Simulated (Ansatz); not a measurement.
One change: `[OH][Al]([OH])[OH]` becomes `[OH][Ga]([OH])[OH]`.

Ansatz, PBE0-D4/def2-TZVP geometries, multiplicity 1. Each molecule was computed in one conformer, which needn't be the lowest.

Scalar relativity is left out up to krypton.

```json
{"property": "HOMO–LUMO gap (B3LYP/def2-TZVPP) / eV", "`[OH][Al]([OH])[OH]`": "7.96"}
{"property": "LUMO energy (PBE/def2-TZVPP) / eV", "`[OH][Al]([OH])[OH]`": "-1.30"}
{"property": "size of the dipole moment (B3LYP/def2-TZVPP) / D", "`[OH][Al]([OH])[OH]`": "0.00"}
{"property": "HOMO energy (B3LYP/def2-TZVPP) / eV", "`[OH][Al]([OH])[OH]`": "-8.75"}
{"property": "size of the dipole moment (ωB97M-V/def2-TZVPP) / D", "`[OH][Al]([OH])[OH]`": "0.00"}
{"property": "size of the dipole moment (PBE/def2-TZVPP) / D", "`[OH][Al]([OH])[OH]`": "0.00"}
```

(1) Give the same properties after the change, and the shifts. (Best estimate.)

Answers

(1) Ansatz gave: 
```tsv
property	`[OH][Ga]([OH])[OH]`	shift
HOMO–LUMO gap (B3LYP/def2-TZVPP) / eV	7.40	-0.56
LUMO energy (PBE/def2-TZVPP) / eV	-1.84	-0.54
size of the dipole moment (B3LYP/def2-TZVPP) / D	0.00	0.00
HOMO energy (B3LYP/def2-TZVPP) / eV	-8.68	0.07
size of the dipole moment (ωB97M-V/def2-TZVPP) / D	0.00	0.00
size of the dipole moment (PBE/def2-TZVPP) / D	0.00	0.00
```

With PBE0 the HOMO rises by 0.07 eV and the LUMO falls by 0.45 eV, so the gap narrows by about 0.52 eV. PBE moves the HOMO by 0.08 eV and ωB97M-V by 0.08 eV.

B3LYP here is the variant with VWN-RPA as its local correlation; programs differ in this.
